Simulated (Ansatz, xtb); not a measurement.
## C4H4O2S: which of two isomers lies lower

We compare a, `Oc1coc(S)c1`, a singlet, with b, `Oc1ccc(S)o1`, a singlet. Both are isolated molecules in the gas phase, relaxed with r2SCAN-D4/def2-SVP; the shapes shown needn't be the lowest conformers.

a (Å):

```yaml
atoms:
  - { symbol: C, position_ang: [-2.7589, 2.0283, -0.8109] }
  - { symbol: C, position_ang: [-2.1122, 3.1819, -0.4441] }
  - { symbol: C, position_ang: [-0.7752, 2.1125, -1.8203] }
  - { symbol: C, position_ang: [-1.8940, 1.3232, -1.7094] }
  - { symbol: O, position_ang: [-3.9742, 1.5619, -0.4488] }
  - { symbol: O, position_ang: [-0.8881, 3.2268, -1.0713] }
  - { symbol: S, position_ang: [0.7326, 1.9810, -2.7086] }
  - { symbol: H, position_ang: [-4.3825, 2.1921, 0.1590] }
  - { symbol: H, position_ang: [-2.3533, 4.0203, 0.2031] }
  - { symbol: H, position_ang: [0.4101, 0.7960, -3.2671] }
  - { symbol: H, position_ang: [-2.0950, 0.3693, -2.1914] }
```

b (Å):

```xyz
11

C    -2.6557    2.8953   -1.0738
C    -1.4275    3.3985   -1.4206
C    -0.6380    2.2509   -1.7444
C    -1.4240    1.1401   -1.5746
O    -3.7673    3.5066   -0.6660
O    -2.6912    1.5544   -1.1626
S    -1.1717   -0.5428   -1.9130
H    -4.4600    2.8379   -0.5587
H    -1.1415    4.4471   -1.4361
H     0.4013    2.2360   -2.0688
H    -0.9975   -0.9853   -0.6392
```

Question: Which of the two would you expect CCSD(T)/def2-SVP + ΔMP2/def2-TZVPP electronic energies to favour?

Answer: Structure b; the calculation gives E(b) − E(a) = −0.314 eV.

How the difference moves with the method:

```tsv
level	geometry	E(b) − E(a) (eV)	departure from the last row (eV)	job, with rough time for the two
r2SCAN-D4/def2-SVP	r2SCAN-D4/def2-SVP	−0.337	−0.023	optimisation, 84 s
HF/def2-SVP	r2SCAN-D4/def2-SVP	−0.373	−0.059	part of the CCSD(T) run
MP2/def2-SVP	r2SCAN-D4/def2-SVP	−0.342	−0.028	part of the CCSD(T) run
CCSD(T)/def2-SVP	r2SCAN-D4/def2-SVP	−0.334	−0.019	single point
CCSD(T)/def2-SVP + ΔMP2/def2-TZVPP	r2SCAN-D4/def2-SVP	−0.314		single point, 83 s
```

As drawn, both hold the same kinds of bond in the same numbers.

The levels shown agree on the order. The largest departure from CCSD(T)/def2-SVP + ΔMP2/def2-TZVPP is that of HF/def2-SVP, 0.059 eV. No reliable frequencies are at hand for b, so it isn't confirmed as a minimum. Levels run at GFN2-xTB geometries aren't shown. The last row adds to CCSD(T) the change of the MP2 difference between the two basis sets, here +0.019 eV.

The correlated steps freeze 11 core orbitals. Run with Ansatz 0.2.0, xtb 6.7.1; the last row on 2 threads of Arm Neoverse V2 on a shared host.
